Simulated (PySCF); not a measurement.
PySCF input file for C₂H₆O₃Si, SMILES CC(=O)O[SiH2]O, TDDFT-CAM-B3LYP/def2-SVPD. Geometry: B3LYP-D3(BJ)/def2-SVP. One conformer was computed; it need not be the lowest.

```python
import numpy as np
from pyscf import gto, scf, dft, tdscf

mol = gto.M(
    atom='''
    Si   -1.35151091   -0.03308216    0.03384928
    O    -2.25089420    1.34761812    0.18698914
    O     0.29044047    0.47542258    0.00225960
    C     1.24951424   -0.46874206   -0.04639289
    C     2.63859404    0.10981043   -0.07040499
    O     0.98024082   -1.64758616   -0.06471174
    H    -1.61741779   -0.83412893    1.24356340
    H    -1.62923239   -0.73469995   -1.24395372
    H    -2.24356621    1.97742011   -0.54301857
    H     3.38000436   -0.69648174   -0.11204799
    H     2.74810562    0.77407764   -0.94146564
    H     2.79631269    0.72691656    0.82752398
    ''',
    basis='def2-SVPD',
    charge=0,
    spin=0,
    max_memory=1600,
    verbose=4,
)
mf = dft.RKS(mol, xc='cam-b3lyp').density_fit(auxbasis='def2-universal-jkfit')
mf.grids.level = 3
mf.conv_tol = 1e-9
mf.max_cycle = 100
mf.kernel()
mf.grids = dft.Grids(mol).set(level=1).build(with_non0tab=True)  # coarser grid for the response kernel
td = tdscf.TDDFT(mf)
td.singlet = True
td.nstates = 10
td.conv_tol = 1e-4
td.kernel(x0=td.get_init_guess(mf, 15))
td.analyze()
tt = tdscf.TDA(mf)
tt.singlet = False
tt.nstates = 4
tt.conv_tol = 1e-4
tt.kernel(x0=tt.get_init_guess(mf, 9))
tt.analyze(verbose=3)
```

Log of the run:

```
PySCF version 2.14.0

[INPUT] verbose = 4
[INPUT] num. atoms = 12
[INPUT] num. electrons = 56
[INPUT] charge = 0
[INPUT] spin (= nelec alpha-beta = 2S) = 0
[INPUT] symmetry False subgroup None
[INPUT] Mole.unit = angstrom
[INPUT] Symbol           X                Y                Z      unit          X                Y                Z       unit  Magmom
[INPUT]  1 Si    -1.351510910000  -0.033082160000   0.033849280000 AA   -2.553985474262  -0.062516222009   0.063965868714 Bohr   0.0
[INPUT]  2 O     -2.250894200000   1.347618120000   0.186989140000 AA   -4.253573573372   2.546629167301   0.353358262868 Bohr   0.0
[INPUT]  3 O      0.290440470000   0.475422580000   0.002259600000 AA    0.548852943790   0.898418469634   0.004270025151 Bohr   0.0
[INPUT]  4 C      1.249514240000  -0.468742060000  -0.046392890000 AA    2.361239702344  -0.885794116464  -0.087669856227 Bohr   0.0
[INPUT]  5 C      2.638594040000   0.109810430000  -0.070404990000 AA    4.986220089510   0.207511638321  -0.133046148903 Bohr   0.0
[INPUT]  6 O      0.980240820000  -1.647586160000  -0.064711740000 AA    1.852386685919  -3.113486609024  -0.122287465644 Bohr   0.0
[INPUT]  7 H     -1.617417790000  -0.834128930000   1.243563400000 AA   -3.056476652099  -1.576275230277   2.349994244533 Bohr   0.0
[INPUT]  8 H     -1.629232390000  -0.734699950000  -1.243953720000 AA   -3.078803010371  -1.388381689232  -2.350731842434 Bohr   0.0
[INPUT]  9 H     -2.243566210000   1.977420110000  -0.543018570000 AA   -4.239725679228   3.736782441107  -1.026156377853 Bohr   0.0
[INPUT] 10 H      3.380004360000  -0.696481740000  -0.112047990000 AA    6.387282540236  -1.316159739361  -0.211740013908 Bohr   0.0
[INPUT] 11 H      2.748105620000   0.774077640000  -0.941465640000 AA    5.193166983178   1.462794738750  -1.779112215288 Bohr   0.0
[INPUT] 12 H      2.796312690000   0.726916560000   0.827523980000 AA    5.284265142746   1.373673213811   1.563793683710 Bohr   0.0

nuclear repulsion = 305.483051401786
number of shells = 77
number of NR pGTOs = 261
number of NR cGTOs = 181
basis = def2-SVPD
ecp = {}


[settings echo left out]
init E= -595.259484949816
  HOMO = -0.371170493997136  LUMO = -0.042689683911235  gap/eV = 8.93842
cycle= 1 E= -594.438421933026  delta_E= 0.821  |g|= 1.13  |ddm|=  4.6
  HOMO = -0.21721303241187  LUMO = 0.026596711190443  gap/eV = 6.63440
cycle= 2 E= -594.208735955044  delta_E= 0.23  |g|= 1.63  |ddm|= 3.54
  HOMO = -0.363918364178965  LUMO = 0.0223438991965272  gap/eV = 10.51073
cycle= 3 E= -594.680165368308  delta_E= -0.471  |g|= 0.17  |ddm|= 2.19
  HOMO = -0.352745924340833  LUMO = 0.0227198190734872  gap/eV = 10.21694
cycle= 4 E= -594.684463970402  delta_E= -0.0043  |g|= 0.0834  |ddm|= 0.205
  HOMO = -0.358733551750191  LUMO = 0.0249391262814376  gap/eV = 10.44027
cycle= 5 E= -594.685695251537  delta_E= -0.00123  |g|= 0.013  |ddm|= 0.0971
  HOMO = -0.358235308892949  LUMO = 0.0245012429683138  gap/eV = 10.41479
cycle= 6 E= -594.685733801497  delta_E= -3.85e-05  |g|= 0.00386  |ddm|= 0.0231
  HOMO = -0.358839007381666  LUMO = 0.0244673079825408  gap/eV = 10.43030
cycle= 7 E= -594.685737428426  delta_E= -3.63e-06  |g|= 0.000966  |ddm|= 0.00895
  HOMO = -0.358844087730228  LUMO = 0.024477319774534  gap/eV = 10.43071
cycle= 8 E= -594.685737677805  delta_E= -2.49e-07  |g|= 0.000574  |ddm|= 0.00275
  HOMO = -0.358880773055105  LUMO = 0.0244834293356662  gap/eV = 10.43187
cycle= 9 E= -594.685737743697  delta_E= -6.59e-08  |g|= 0.00011  |ddm|= 0.000849
  HOMO = -0.358891431714181  LUMO = 0.0244801941795347  gap/eV = 10.43207
cycle= 10 E= -594.685737748058  delta_E= -4.36e-09  |g|= 3.46e-05  |ddm|= 0.000283
  HOMO = -0.358895055930692  LUMO = 0.0244812138547665  gap/eV = 10.43220
cycle= 11 E= -594.685737748421  delta_E= -3.63e-10  |g|= 1.17e-05  |ddm|= 0.000106
  HOMO = -0.358895664773653  LUMO = 0.0244813737349423  gap/eV = 10.43222
Extra cycle  E= -594.685737748415  delta_E= 6.14e-12  |g|= 1.46e-05  |ddm|= 3.51e-05
converged SCF energy = -594.685737748415
tot grids = 47144


******** <class 'pyscf.tdscf.rks.TDDFT'> for <class 'pyscf.df.df_jk.DFRKS'> ********
nstates = 10 singlet
deg_eia_thresh = 1.000e-03
wfnsym = None
conv_tol = 0.0001
eigh lindep = 1e-12
eigh level_shift = 0
eigh max_cycle = 100


Excitation energies (eV)
[5.80686369 7.74443956 7.87276713 8.10679099 8.26139247 8.33292953
 8.47819913 8.61792068 8.83082587 8.96773866]

** Singlet excitation energies and oscillator strengths **
Excited State   1:      5.80686 eV    213.51 nm  f=0.0007
      28 -> 30        0.68764
Excited State   2:      7.74444 eV    160.09 nm  f=0.0198
      26 -> 29        0.16388
      27 -> 29        0.22928
      28 -> 29        0.53684
      28 -> 31        0.28681
Excited State   3:      7.87277 eV    157.48 nm  f=0.0057
      26 -> 29       -0.21444
      27 -> 29       -0.38301
      27 -> 30        0.14131
      28 -> 31        0.46810
      28 -> 34        0.10239
Excited State   4:      8.10679 eV    152.94 nm  f=0.0323
      26 -> 29       -0.11997
      26 -> 30        0.16327
      27 -> 29       -0.36534
      27 -> 30       -0.35672
      28 -> 29        0.28990
      28 -> 31       -0.19820
      28 -> 34       -0.15236
Excited State   5:      8.26139 eV    150.08 nm  f=0.0793
      24 -> 29       -0.11838
      24 -> 30        0.14376
      25 -> 30       -0.21103
      26 -> 29       -0.14829
      27 -> 29        0.21911
      27 -> 30       -0.42542
      27 -> 31        0.11072
      28 -> 29       -0.15566
      28 -> 31        0.24934
      28 -> 32        0.11845
Excited State   6:      8.33293 eV    148.79 nm  f=0.0161
      24 -> 30        0.36783
      25 -> 30       -0.38256
      26 -> 30       -0.34171
      27 -> 29       -0.10317
Excited State   7:      8.47820 eV    146.24 nm  f=0.0248
      26 -> 29       -0.30800
      27 -> 29        0.10769
      27 -> 30        0.15117
      27 -> 31        0.40929
      27 -> 32       -0.22261
      27 -> 33        0.16554
      28 -> 29        0.15595
      28 -> 31       -0.13545
      28 -> 32       -0.13285
Excited State   8:      8.61792 eV    143.87 nm  f=0.0397
      24 -> 29        0.19799
      25 -> 29        0.25151
      26 -> 29        0.29295
      26 -> 32       -0.10345
      27 -> 29       -0.14469
      27 -> 31        0.33164
      27 -> 32       -0.22693
      27 -> 34        0.11364
      28 -> 29       -0.12420
Excited State   9:      8.83083 eV    140.40 nm  f=0.0174
      25 -> 29       -0.10534
      26 -> 29        0.11192
      26 -> 31        0.10798
      27 -> 30       -0.16084
      28 -> 32       -0.58943
      28 -> 34       -0.11238
Excited State  10:      8.96774 eV    138.26 nm  f=0.0243
      23 -> 29       -0.18985
      24 -> 29        0.24149
      25 -> 29        0.30366
      26 -> 29       -0.28277
      26 -> 31       -0.21146
      26 -> 32        0.10462
      27 -> 29        0.12390
      27 -> 32        0.18477
      28 -> 32       -0.20555
      28 -> 33       -0.16706

** Transition electric dipole moments (AU) **
state          X           Y           Z        Dip. S.      Osc.
  1         0.0014     -0.0021      0.0687      0.0047      0.0007
  2         0.3220     -0.0076     -0.0272      0.1045      0.0198
  3         0.1574     -0.0596      0.0357      0.0296      0.0057
  4         0.1200     -0.3716      0.1003      0.1625      0.0323
  5         0.4850     -0.3745     -0.1280      0.3919      0.0793
  6        -0.1822      0.2096      0.0388      0.0786      0.0161
  7        -0.2959     -0.0020     -0.1790      0.1196      0.0248
  8         0.4273      0.0410      0.0632      0.1882      0.0397
  9         0.2749     -0.0084      0.0704      0.0806      0.0174
 10         0.3236     -0.0691     -0.0312      0.1105      0.0243

** Transition velocity dipole moments (imaginary part, AU) **
state          X           Y           Z        Dip. S.      Osc.
  1         0.0003     -0.0005      0.0162      0.0003      0.0008
  2         0.0945      0.0007     -0.0104      0.0090      0.0212
  3         0.0493     -0.0175      0.0139      0.0029      0.0067
  4         0.0362     -0.1094      0.0344      0.0145      0.0323
  5         0.1465     -0.1087     -0.0423      0.0351      0.0770
  6        -0.0550      0.0615      0.0109      0.0069      0.0151
  7        -0.0912     -0.0029     -0.0602      0.0119      0.0256
  8         0.1357      0.0125      0.0197      0.0190      0.0399
  9         0.0901     -0.0015      0.0234      0.0087      0.0178
 10         0.1073     -0.0238     -0.0081      0.0121      0.0246

** Transition magnetic dipole moments (imaginary part, AU) **
state          X           Y           Z
  1         0.1666      0.9616      0.0112
  2        -0.5328     -0.0195      0.3515
  3         0.7266      0.0741     -1.1864
  4         0.8784     -0.1021      1.0164
  5        -0.1793      0.1712     -0.3212
  6         0.8425     -0.4153      0.0050
  7        -0.6050      1.1128      0.0360
  8        -0.0577      0.7259      0.0490
  9        -0.1028     -0.0715     -0.1294
 10         0.2973     -0.0797      0.2134


******** <class 'pyscf.tdscf.rks.TDA'> for <class 'pyscf.df.df_jk.DFRKS'> ********
nstates = 4 triplet
deg_eia_thresh = 1.000e-03
wfnsym = None
conv_tol = 0.0001
eigh lindep = 1e-12
eigh level_shift = 0
eigh max_cycle = 100


Excitation energies (eV)
[5.29502742 6.17940991 7.4785943  7.68830461]

** Triplet excitation energies and oscillator strengths **
Excited State   1:      5.29503 eV    234.15 nm  f=0.0000
Excited State   2:      6.17941 eV    200.64 nm  f=0.0000
Excited State   3:      7.47859 eV    165.79 nm  f=0.0000
Excited State   4:      7.68830 eV    161.26 nm  f=0.0000
```

Self-consistency was reached.

Cost: very roughly 12 core-minutes.
